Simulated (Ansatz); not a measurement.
Computed with Ansatz on PBE0-D4/def2-TZVP structures; ΔE is electronic, products minus reactants. CCSD(T)/CBS adds triple-zeta CCSD(T) − MP2 to the extrapolated MP2 energy (def2 sets, frozen cores). This one scheme is used for every species. DFT in def2-TZVPP. B3LYP here is the variant with VWN-RPA as its local correlation; programs differ in this. One conformer a species, not always the lowest.

Consider the silylene formation by 1,1-elimination: `B[SiH](F)[SiH2]N` → `B[SiH2]N` + `F[SiH]`.

`B[SiH](F)[SiH2]N`:

```xyz
12

B     0.782   -2.042    0.348
Si    1.331   -0.135    0.409
F     2.398    0.286   -0.723
Si   -0.625    1.175    0.224
N    -1.453    0.830   -1.243
H     1.012   -2.781   -0.562
H     0.098   -2.450    1.242
H     1.937    0.197    1.732
H    -0.278    2.622    0.199
H    -1.393    0.929    1.486
H    -1.685   -0.114   -1.505
H    -2.126    1.484   -1.609
```

`B[SiH2]N`:

Z-matrix (Å, degrees):
```
Si
N 1 1.724
B 1 2.002 2 111.8
H 1 1.490 2 107.5 3 -124.1
H 1 1.506 2 115.5 3 118.8
H 2 1.007 1 120.4 3 176.1
H 2 1.007 1 119.2 3 -40.9
H 3 1.197 1 120.1 2 -164.6
H 3 1.197 1 122.8 2 18.7
```

`F[SiH]`:

Cartesian coordinates in Å:
```
F 1.087 0.418 0.428
Si -0.480 0.050 0.509
H -0.607 -0.468 -0.937
```

```csv
species,B3LYP-D4 energy (Eh)
`B[SiH](F)[SiH2]N`,-762.85219
`B[SiH2]N`,-372.76697
`F[SiH]`,-390.01161
```

**Question.** Work out ΔE.

**Answer.** ΔE = (-372.76697) + (-390.01161) − (-762.85219) = 0.07361 Eh = +46.2 kcal/mol. CCSD(T)/CBS gives +46.6 kcal/mol.

Largest T1 diagnostic among the species: 0.015.

The D4 term adds +3.5 kcal/mol with B3LYP and +2.0 kcal/mol with PBE0; it sums over pairs of atoms, weighted by their polarisabilities, and B3LYP, whose exchange is more repulsive, gets the larger term. From PBE to PBE0 (25 % exact exchange), in def2-TZVPP and without D4, ΔE moves by +1.8 kcal/mol.
